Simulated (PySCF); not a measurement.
## How methods differ on the excitation energy of Ru⁺

Ru⁺ [Kr] 4d7 (4F) → Ru⁺ [Kr] 4d6 5s1 (6D), as a difference of total energies. Calculation: PySCF 2.14, in aug-cc-pVDZ-PP with ECP28MDF; a scalar-relativistic core potential. Correlated levels: valence: 4s2 4p6 frozen. The calculations carry no spin-orbit coupling.

```csv
method,excitation energy (eV),error (eV)
UHF,0.399,-0.691
LDA,0.835,-0.255
PBE,0.923,-0.167
PBE0,0.980,-0.110
r2SCAN,0.624,-0.466
B97-3,1.432,+0.342
BP86,0.990,-0.100
PW91,0.939,-0.151
BHandHLYP,1.188,+0.098
MP2 (valence),0.943,-0.147
SCS-MP2 (valence),1.327,+0.237
```

Reference: 1.090 eV (measured; NIST levels, between the centres of gravity of the two terms).

Errors of the correlated levels include the incompleteness of this basis and the frozen core.
